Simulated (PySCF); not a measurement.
Computed shifts of a molecule C4H4F2, PBE0/pcSseg-1 run with PySCF, GIAO, gas phase, atoms alike by connectivity averaged where their shifts nearly agree, in ppm (number of nuclei): ¹⁹F: -123.4 (2). ¹³C: 133.7 (2), 28.4 (2). ¹H: 2.66 (4). References: ¹⁹F against CFCl3 (σ = 167.2 ppm); ¹³C against TMS (σ = 186.3 ppm); ¹H against TMS (σ = 31.56 ppm), references at their B3LYP-D3(BJ)/def2-TZVP geometries, non-relativistic. The structure is a stationary point at B3LYP-D3(BJ)/def2-SVP. The values are those of a single conformer.

**Question.** Pick the molecule that these values belong to.
A. FC1=C(F)CC1
B. C=CC=C(F)F
C. C=C=CC(F)F
D. FC1(F)C=CC1

**Answer.** A, FC1=C(F)CC1
